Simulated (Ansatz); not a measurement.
Calculated with Ansatz (gas phase, PBE0-D4/def2-TZVP geometries, no zero-point term in ΔE). CCSD(T)/CBS adds triple-zeta CCSD(T) − MP2 to the extrapolated MP2 energy (def2 sets, frozen cores). DFT in def2-TZVPP. def2 core potentials past Kr. For Sn outer-core shells are correlated without core-valence functions, which leaves a few kJ/mol of doubt a bond. Each species was taken in one conformer, which may not be the lowest.

`[CH3][SnH]([CH3])[SiH3]` + `CB(O)S` → `CB(S)O[SiH3]` + `[CH3][SnH2][CH3]`  (cleavage of the Si–Sn bond)

(1) Is it downhill or uphill in electronic energy at CCSD(T)/CBS, and by how much? (An estimate is asked.)

(2) What do these levels give: r2SCAN-D4, ωB97M-V, B2PLYP, PBE, r2SCAN, PBE0, HF/def2-TZVPP, MP2/def2-TZVPP, SCS-MP2/def2-TZVPP, MP2/def2-QZVPP, HF/CBS(def2), MP2/CBS(def2)? (Best estimate.)

Largest T1 diagnostic among the species: 0.012.

Answers

(1) Ansatz gave: Downhill: ΔE = -54.9 kJ/mol.

(2) Ansatz gave: r2SCAN-D4 -52.2, ωB97M-V -58.3, B2PLYP -60.7, PBE -35.7, r2SCAN -52.1, PBE0 -42.5, HF/def2-TZVPP -81.4, MP2/def2-TZVPP -59.2, SCS-MP2/def2-TZVPP -65.1, MP2/def2-QZVPP -58.3, HF/CBS(def2) -84.0, MP2/CBS(def2) -56.3 kJ/mol.

In def2-TZVPP, CCSD(T) changes the Hartree–Fock value by +23.6 kJ/mol (the triples alone add +2.9 kJ/mol) and MP2 by +22.2 kJ/mol. From PBE to PBE0 (25 % exact exchange), in def2-TZVPP and without D4, ΔE moves by −6.8 kJ/mol.
